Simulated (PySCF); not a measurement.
C7H8O2.
Numbering: `[CH:1]#[C:2][C:3](=[O:4])[O:5][CH:6]1[CH2:7][CH2:8][CH2:9]1` (hydrogens: H10 on C1; H11 on C6; H12, H13 on C7; H14, H15 on C8; H16, H17 on C9)

The geometry is computed with GFN2-xTB (gas phase).

(1) Give the optimised bond lengths and angles.

Results:

(1) 
```
          bond  length (pm)
         C1≡C2        119.9
         C2–C3        144.5
         C3=O4        120.3
         C3–O5        133.5
         O5–C6        142.0
  C6–C7, C6–C9        153.7
  C7–C8, C8–C9        153.7
        C1–H10        105.1
        C6–H11        109.3
C7–H12, C9–H17        108.7
C7–H13, C9–H16        108.8
        C8–H14        108.7
        C8–H15        108.7
```

Bonds in one row agree within 1 pm and their mean is given. A selection of angles:
```
     angle  degrees
 C2–C1–H10    179.1
  C1–C2–C3    176.9
  C2–C3–O4    123.8
  C2–C3–O5    110.3
  O4–C3–O5    125.9
  C3–O5–C6    118.2
  O5–C6–C7    114.6
  O5–C6–C9    114.3
 O5–C6–H11    109.1
  C7–C6–C9     89.6
 C7–C6–H11    114.1
  C6–C7–C8     89.2
 C6–C7–H12    115.9
 C6–C7–H13    111.3
 C8–C7–H12    116.9
 C8–C7–H13    112.9
H12–C7–H13    109.5
  C7–C8–C9     89.5
 C7–C8–H14    115.8
 C7–C8–H15    112.8
H14–C8–H15    109.1
```

Torsions: C2–C3–O5–C6 180° (antiperiplanar); C3–O5–C6–C7 126° (anticlinal); O5–C6–C7–C8 129° (anticlinal); C6–C7–C8–C9 -12° (synperiplanar); C7–C8–C9–C6 12° (synperiplanar); O5–C6–C9–C8 -129° (anticlinal). The mirror-image conformer, all signs reversed, is as good.

The 3 C–O bonds span 1.203 Å (C3=O4, drawn double) to 1.420 Å (O5–C6, drawn single), a spread of 0.217 Å. O5 (ester single-bonded oxygen) is bent (angle 118.2°). The C–C distances run from 1.199 Å (C1≡C2, drawn triple) to 1.537 Å (C6–C7, drawn single), a spread of 0.338 Å. The 4-membered ring C6–C7–C8–C9 has internal angles of 89.2° to 89.6° (sum 358°, against 360° for a flat polygon); it is puckered, 0.08 Å rms from its mean plane, widest ring torsion 12°. Of the pairs four or more bonds apart, O4···H11 is among the closest relative to their van der Waals radii: 2.25 Å, 83 % of the sum of Bondi's values.

Point group: near Cs, missed by 0.16 Å at most; the miss may be what the optimiser left on a soft mode. No GFN2-xTB frequencies stand behind this structure, so it isn't proved a minimum. The numbers are those of one conformer.
